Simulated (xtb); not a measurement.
Here is a job for xtb.
```
$ xtb mol.xyz --gfn 2 --opt vtight --json

# file mol.xyz
2

Cl    -0.00412028    -0.01645686     0.98052066
Cl     0.01490396     0.01298493    -1.00797693
```

**Question.** What does this run give for the HOMO-LUMO gap, total energy at the end of the optimisation, dipole moment?

**Answer.** 
```
Property                                         Result
-------------------------------------------  ----------
HOMO-LUMO gap                                   3.37 eV
total energy at the end of the optimisation  -9.0793 Eh
dipole moment                                    0.00 D
```
